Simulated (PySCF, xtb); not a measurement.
Sc(OH)2 (H2O2Sc), SMILES [OH][Sc][OH] (connectivity only; charge and spin as stated), neutral, multiplicity 2. The values are those of a single conformer.

Harmonic wavenumbers (cm⁻¹) from GFN2-xTB in xtb at its own minimum, in rising order: 37, 308, 326, 327, 329, 520, 689, 3699, 3700.

### Question
What does PBE-D3(BJ)/def2-TZVP (PySCF 2.14.0) give at its own minimum? (An estimate is asked for; the answer gives what the named calculation found.)

### Answer
124, 311, 326, 337, 365, 688, 724, 3830, 3832. Paired by order, the mean absolute difference is 67 cm⁻¹ and the zero-point energies are 14.2 and 15.1 kcal/mol.
